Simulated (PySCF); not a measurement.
## Spinor energies of Zr²⁷⁺ (zirconium, charge +27)

Start: [Ne] 3s2 3p1; 3p3/2 filled at m_j = +3/2. Calculated with PySCF 2.14 in an uncontracted even-tempered set (19 s from 4 bohr⁻², ratio 2.4; 13 p from 5.2 bohr⁻², ratio 2.4; 5 d from 19 bohr⁻², ratio 2.6; 4 f from 28 bohr⁻², ratio 2.6): generalised Hartree-Fock with the X2C-1e Hamiltonian and a Gaussian nucleus; one run each with spin-orbit coupling (SO) screened by Boettger's factors, then bare. This is a chosen level, not necessarily the ground level.

| spinor shell | electrons | ε, screened SO (eV) | ε, bare SO (eV) | weight of nominal j (bare SO) | rms radius, bare SO (bohr) |
| --- | --- | --- | --- | --- | --- |
| 1s1/2 | 2 | -19440.8 | -19440.7 | 1.000 | 0.0426 |
| 2s1/2 | 2 | -3855.3 | -3855.3 | 1.000 | 0.173 |
| 2p1/2 | 2 | -3638.5 | -3641.9 | 1.000 | 0.151 |
| 2p3/2 | 4 | -3550.6 | -3549.1 | 1.000 | 0.154 |
| 3s1/2 | 2 | -1464.5 | -1464.5 | 1.000 | 0.423 |
| 3p3/2 | 1 | -1383.6 | -1383.3 | 1.000 | 0.415 |

```json
{"quantity": "E (hartree)", "screened SO": "-3082.89761", "bare SO": "-3082.91779"}
{"quantity": "M_J", "screened SO": "3/2", "bare SO": "3/2"}
{"quantity": "⟨J²⟩", "screened SO": "3.751", "bare SO": "3.751"}
{"quantity": "⟨L²⟩", "screened SO": "2.003", "bare SO": "2.003"}
{"quantity": "⟨S²⟩", "screened SO": "0.752", "bare SO": "0.753"}
```

Each row is a mean over spinors that exchange with the open shell spreads, by up to 13.624 eV (3s1/2).

Breit and QED terms are absent; they matter most for the inner s and p1/2 levels.

Densities and radii are taken from the X2C orbitals without a picture-change correction, which distorts them close to the nucleus.
